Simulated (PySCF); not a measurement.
Computed IR spectrum (relative IR intensity) of a molecule CH4Cl2OSi2. Geometry: PBE-D3(BJ)/def2-SVP. Other conformers were not sampled. Method: PBE-D3(BJ)/def2-SVP (PySCF). Frequencies are harmonic and unscaled.

```
ν (cm⁻¹)  relative intensity
--------  ------------------
187                      3.2
419                      7.8
435                      9.3
560                      100
636                      9.1
734                      5.1
742                       17
779                       71
936                       67
999                       39
2154                      49
2165                      47
2962                      11
3023                     4.3
```

Which molecule gave these data?
A) Cl[Si@@H]1C[Si@H](Cl)O1
B) O=C[SiH2][SiH](Cl)Cl
C) O=C[Si@H](Cl)[SiH2]Cl
D) Cl[Si]1(Cl)CO[SiH2]1

D, Cl[Si]1(Cl)CO[SiH2]1
